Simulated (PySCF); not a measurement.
(1S)-1-bromo-1-chloroethane (C2H4BrCl), SMILES Br[C@H](Cl)C. Heavy atoms are numbered as in [CH3:1][C@@H:2]([Cl:3])[Br:4]. Hydrogens are named by the atom that carries them.

Geometry: B3LYP-D3(BJ)/def2-SVP.

The numbers are results of PySCF with PBE0/pcSseg-1, not measurements.

GIAO shieldings, no solvent; atoms alike by connectivity are averaged. δ = σ(ref) − σ: ¹³C against TMS (σ = 186.3 ppm); ³⁵Cl against HCl (σ = 945.9 ppm); ¹H against TMS (σ = 31.56 ppm), references at their B3LYP-D3(BJ)/def2-TZVP geometries, non-relativistic (without spin–orbit terms, shifts of atoms bonded to Cl or Br come out too high).

| atoms | nucleus | count | δ (ppm) |
|---|---|---|---|
| C2 (CH) | ¹³C | 1 | (withheld) |
| C1 (CH3) | ¹³C | 1 | 37.6 |
| Cl3 | ³⁵Cl | 1 | (withheld) |
| H on C2 | ¹H | 1 | 6.27 |
| H on C1 | ¹H | 3 | 2.30 |

Problem. Complete the blanks. (The exact figures need the calculation; the answer reports its results.)

Solution. 
- Cl3, δ (ppm): 302.3
- C2 (CH), δ (ppm): 87.8
